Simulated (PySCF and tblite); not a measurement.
Values are calculated unless marked as measured or tabulated.
System: C₇H₁₁O (charge +1), numbered as in [CH2:1]=[CH:2]/[CH:3]=[CH:4]/[C+:5]([CH3:6])[O:7][CH3:8].

For the rotation about the C4–C5 bond (torsion C3–C4–C5–C6 from -180° to -1°, rising): electronic barrier 19.08 kcal/mol, zero-point change -1.08 kcal/mol, thermal and entropy terms at 250 K a further 0.11 kcal/mol (symmetry numbers apart). The minimum is Cs, the saddle C1. The path came from a restrained scan, a climbing-image band and a saddle search at GFN2-xTB; energies are B3LYP/pcSseg-1 + D3(BJ), IEF-PCM benzene//GFN2-xTB, thermal terms GFN2-xTB. Rates follow Eyring's equation with the number of equivalent paths and no tunnelling. Programs: tblite and PySCF.

**Question.** How many equivalent paths lead out of the minimum?

**Answer.** 2: the symmetry number of the minimum is 1, that of the saddle displaced along its mode 1, and the displaced saddle is chiral while the minimum is not, which doubles the count.

**Question.** Work out the rate at 250 K.

**Answer.** ΔG‡ = 18.11 kcal/mol; k_B T/h = 5.2×10¹² s⁻¹; exp(−ΔG‡/RT) = 1.5×10⁻¹⁶; times 2 gives k = 0.0015 s⁻¹. Wigner's tunnelling factor for the 298i cm⁻¹ mode would be 1.12.

The ion is treated without a counter-ion.
